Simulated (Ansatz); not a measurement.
Abstraction of Br: CHBr3 + C4H9 → CHBr2 + C4H9Br

Species: CHBr3 (bromoform) `BrC(Br)Br`, singlet; C4H9 (tert-butyl radical) `C[C](C)C`, doublet; CHBr2 `Br[CH]Br`, doublet; C4H9Br `CC(C)(C)Br`, singlet. A radical takes Br: the energy is the difference in strength between two C–Br bonds in different surroundings.

Shapes, held fixed at every level: PBE0-D4/def2-TZVP. Programs: Ansatz 0.2.0. The zero-point and thermal change to 298 K, harmonic and unscaled (PBE0-D4/def2-TZVP), is +2.7 kJ/mol.

```tsv
level	kind	ΔH(298 K) (kJ/mol)	less CCSD(T)/def2-TZVPP
HF/def2-SVP	Hartree–Fock	-46.8	+3.5
r2SCAN-D4/def2-TZVPP	meta-GGA	-40.6	+9.7
r2SCAN0-D4/def2-TZVPP	global hybrid	-43.2	+7.1
wB97M-V/def2-TZVPP	range-separated hybrid	-43.3	+7.0
wB97X-V/def2-TZVPP	range-separated hybrid	-45.1	+5.2
CCSD/def2-SVP	coupled cluster or CI	-49.9	+0.4
CCSD/def2-TZVPP	coupled cluster or CI	-49.1	+1.2
CCSD(T)/def2-TZVPP	coupled cluster or CI	-50.3	0.0
```

The highest level, CCSD(T)/def2-TZVPP, gives ΔH(298 K) = -50.3 kJ/mol; the levels span -50.3 to -40.6. The column of differences is taken from that level and isn't an error. No measured value is set beside it here. Open shells run unrestricted unless RO is named. Relativity is left out for Br unless named. Correlated rows may include outer-core shells of Br, which these sets cover unevenly.
